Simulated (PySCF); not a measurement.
An equivalent PySCF input for Mn⁺ (manganese, charge +1), [Ar] 3d5 4s1, high-spin 7S determinant, with no relativity, point nucleus:

```python
from pyscf import gto, scf, dft, mp, cc
import basis_set_exchange as bse
mol = gto.M(atom="Mn 0 0 0", charge=1, spin=6, symmetry="D2h",
            basis=gto.basis.parse(bse.get_basis("cc-pVDZ", elements=["Mn"], fmt="nwchem", header=False)))
mf = dft.UKS(mol, xc="M062X")
mf.irrep_nelec = {'Ag': (6, 3), 'B1g': (1, 0), 'B2g': (1, 0), 'B3g': (1, 0), 'B1u': (2, 2), 'B2u': (2, 2), 'B3u': (2, 2)}
mf.kernel()
```

It reaches the same state as the run whose output follows, with an energy that differs only through the grid. The run itself started from symmetry-adapted Hartree-Fock orbitals and held the occupation by maximum overlap, on a logarithmic radial grid, so the iterations belong to that start.

```
SCF conv_tol = 1e-09
number electrons alpha = 15  beta = 9
XC functionals = M062X
    Y. Zhao and D. G. Truhlar.,  Theor. Chem. Acc. 120, 215 (2008)
    Y. Zhao and D. G. Truhlar.,  Theor. Chem. Acc. 120, 215 (2008)
cycle= 1 E= -1150.68277701124  delta_E= -0.00123  |g|= 0.0143  |ddm|= 0.569
cycle= 2 E= -1150.68282658439  delta_E= -4.96e-05  |g|= 0.0102  |ddm|= 0.0911
cycle= 3 E= -1150.68285871082  delta_E= -3.21e-05  |g|= 0.000442  |ddm|= 0.0497
cycle= 4 E= -1150.68285894201  delta_E= -2.31e-07  |g|= 3.32e-05  |ddm|= 0.00236
cycle= 5 E= -1150.68285894391  delta_E= -1.9e-09  |g|= 3.66e-06  |ddm|= 0.000256
cycle= 6 E= -1150.68285894392  delta_E= -1.77e-11  |g|= 2.62e-07  |ddm|= 2.54e-05
converged SCF energy = -1150.68285894392  <S^2> = 12.000617  2S+1 = 7.0001762
```
